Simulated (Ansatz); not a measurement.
`[Cl][GeH2][Cl]` + H• → `[Cl][GeH][Cl]`• + H₂ at 298.15 K and 1 bar (hydrogen abstraction from a Ge–H bond).

Program: Ansatz. Geometries: PBE0-D4/def2-TZVP. ΔE: electronic, gas phase. CCSD(T)/CBS adds triple-zeta CCSD(T) − MP2 to the extrapolated MP2 energy (def2 sets, frozen cores). This one scheme is used for every species, atoms too. Open shells (•) are unrestricted, without spin–orbit coupling. Bonds to Ge are less sure, by a few kJ/mol each and by 10 to 20 or more in all where they break to atoms, as the def2 sets lack core-valence functions. Scalar relativity is left out up to krypton.

```csv
species,CCSD(T)/CBS energy (Eh),H − E (kJ/mol),S (J/(mol·K))
`[Cl][GeH2][Cl]`,-2996.94498,63.5,300.8
H•,-0.50000,6.2,114.7
`[Cl][GeH][Cl]`•,-2996.30306,39.3,310.7
H₂,-1.17544,35.1,130.4
```

H − E and S are ideal-gas, rigid-rotor, harmonic terms from PBE0-D4/def2-TZVP, with the whole ground term of open shells counted as degenerate. The MP2-based limit puts H₂ 0.8 mEh under its directly extrapolated value; such offsets cancel only in part. 1 Eh = 2625.50 kJ/mol, R = 8.31446 J/(mol·K).

**Question.** By hand: ΔE, ΔH, ΔS and ΔG.

**Answer.** ΔE = (-2996.30306) + (-1.17544) − (-2996.94498) − (-0.50000) = -0.03352 Eh = -88.0 kJ/mol. Δ(H − E) = 39.3 + 35.1 − 63.5 − 6.2 = 4.7, so ΔH = -83.3 kJ/mol. ΔS = 310.7 + 130.4 − 300.8 − 114.7 = 25.6 J/(mol·K). ΔG = -83.3 − 298.15 × (25.6)/1000 = -90.9 kJ/mol.

**Question.** By hand: the equilibrium constant, and the temperature at which ΔG would vanish if ΔH and ΔS stayed fixed.

**Answer.** log₁₀ K = −ΔG/(RT ln 10) = 15.9. ΔH and −TΔS have one sign here, so there is no such temperature.

ΔH outweighs TΔS. A doubt of 5 kJ/mol in ΔE shifts log₁₀ K by 0.9 here. These are equilibria of isolated gas molecules and say nothing of rates. Largest T1 diagnostic: 0.013 (customary marks: 0.02 for closed shells, 0.045 for open ones).
